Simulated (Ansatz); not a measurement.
Task: Name a neutral molecule of Br, Zn and H with LUMO energy (ωB97M-V/def2-TZVPP) between 0.50 and 0.80 eV and HOMO energy (ωB97M-V/def2-TZVPP) between -10.70 and -10.40 eV (Ansatz, PBE0-D4/def2-TZVP geometry).

Result: `[ZnH][Br]` (0.71 eV, -10.58 eV). Other molecules can fit too; these were computed, each in one conformer that needn't be the lowest.
